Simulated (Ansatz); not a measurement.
Ansatz (a quantum-chemistry and plane-wave program) input (CCSD(T)/def2-SVPD):

Ansatz 0.2 input:
```yaml
crystal:
  periodic: [false, false, false]
  atoms:
    - {symbol: Se, position_ang: [-0.00000000, -0.00000000, -0.04214025]}
    - {symbol: H, position_ang: [0.00000000, 0.00000000, 1.43276842]}
basis:
  gaussian:
    orbitals: def2-SVPD
magnetization: {spin_polarized: true, initial_magnetization: 1}
correlation: {method: ccsd_t, electrons: outside_noble_gas}
```

Output:

```
Functional definition: HF
integrals: 0.03 GiB planned
470 factors; integrals over basis functions are off by at most 1.1e-3 eV
mean field: 0.13 GiB planned
mean field evaluation 1: about -65310.1129 eV, gradient 5.7e0 eV
mean field evaluation 2: about -65310.1138 eV, gradient 5.7e0 eV
mean field evaluation 4: about -65310.4424 eV, gradient 6.2e-1 eV
mean field evaluation 8: about -65310.4486 eV, gradient 6.1e-4 eV
mean field evaluation 16: about -65310.4485 eV, gradient 7.5e-2 eV
mean field evaluation 32: about -65310.4486 eV, gradient 3.0e-6 eV
mean field -65310.44857916 eV, -2400.1147162720 hartree, gradient 3.0e-6 eV, S^2 0.759868; 2 other end points of the search recorded, 0 dependent functions left out
14 core orbitals not correlated
reference -65310.44857916 eV, -2400.1147162720 hartree; 4, 3 occupied and 31, 32 virtual orbitals, 470 factors
second order -2.87932644 eV of doubles, -0.00000000 eV of singles
coupled cluster: 0.09 GiB planned
cycle   1  -3.28749671 eV  change   -4.1e-1 eV  update   4.6e-2
cycle   2  -3.41771335 eV  change   -1.3e-1 eV  update   1.6e-2
cycle   3  -3.42621700 eV  change   -8.5e-3 eV  update   4.1e-3
cycle   4  -3.42624263 eV  change   -2.6e-5 eV  update   1.2e-3
cycle   5  -3.42613970 eV  change    1.0e-4 eV  update   4.6e-4
cycle   6  -3.42615957 eV  change   -2.0e-5 eV  update   1.4e-4
cycle   7  -3.42618892 eV  change   -2.9e-5 eV  update   4.7e-5
cycle   8  -3.42619016 eV  change   -1.2e-6 eV  update   1.6e-5
cycle   9  -3.42618753 eV  change    2.6e-6 eV  update   5.3e-6
perturbative correction -0.08220176 eV, -0.0030208591 hartree
Total energy: -65313.95696845 eV, -2400.2436472005 hartree
```
